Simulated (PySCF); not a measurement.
Job for PySCF: D3(BJ) and D4 dispersion corrections on GaH5O (a complex).

```python
from pyscf import gto
from pyscf.dispersion import dftd3, dftd4

mol = gto.M(
    atom='''
    Ga    0.39670289   -0.37607595    0.68515695
    H     1.88289631   -0.09762483    1.12264838
    H    -0.22924294   -1.81109929    0.85260488
    H    -0.28718893    0.62612580   -0.33037689
    O    -0.54303317    0.48212298    2.51150526
    H    -1.50476470    0.40976703    2.47299940
    H    -0.33828545    1.42099825    2.60228873
    ''',
    basis='def2-svp',
    charge=0, spin=0, verbose=0, max_memory=1800)
d3, d4 = {}, {}
for xc in ['hf', 'pbe', 'blyp', 'revpbe', 'tpss', 'r2scan', 'b3lyp', 'pbe0', 'bhlyp', 'camb3lyp', 'b2plyp']:
    d3[xc] = float(dftd3.DFTD3Dispersion(mol, xc=xc, version='d3bj', atm=False).get_dispersion()['energy'])
    print(f'D3(BJ) {xc:10s} {d3[xc]:14.8f} Eh')
for xc in ['hf', 'pbe', 'blyp', 'revpbe', 'tpss', 'r2scan', 'b3lyp', 'pbe0', 'bhlyp', 'camb3lyp', 'b2plyp']:
    d4[xc] = float(dftd4.DFTD4Dispersion(mol, xc={'camb3lyp': 'cam-b3lyp'}.get(xc, xc), atm=True).get_dispersion()['energy'])
    print(f'D4     {xc:10s} {d4[xc]:14.8f} Eh')
```

Output:

```
D3(BJ) hf            -0.02460656 Eh
D3(BJ) pbe           -0.00287770 Eh
D3(BJ) blyp          -0.00627801 Eh
D3(BJ) revpbe        -0.00715843 Eh
D3(BJ) tpss          -0.00364360 Eh
D3(BJ) r2scan        -0.00077022 Eh
D3(BJ) b3lyp         -0.00516874 Eh
D3(BJ) pbe0          -0.00250471 Eh
D3(BJ) bhlyp         -0.00420083 Eh
D3(BJ) camb3lyp      -0.00229368 Eh
D3(BJ) b2plyp        -0.00246597 Eh
D4     hf            -0.01107643 Eh
D4     pbe           -0.00304471 Eh
D4     blyp          -0.00678074 Eh
D4     revpbe        -0.00934939 Eh
D4     tpss          -0.00410518 Eh
D4     r2scan        -0.00070133 Eh
D4     b3lyp         -0.00494033 Eh
D4     pbe0          -0.00253694 Eh
D4     bhlyp         -0.00377922 Eh
D4     camb3lyp      -0.00255704 Eh
D4     b2plyp        -0.00209872 Eh
```

The run finished.

Cost: roughly 0.04 core-seconds.
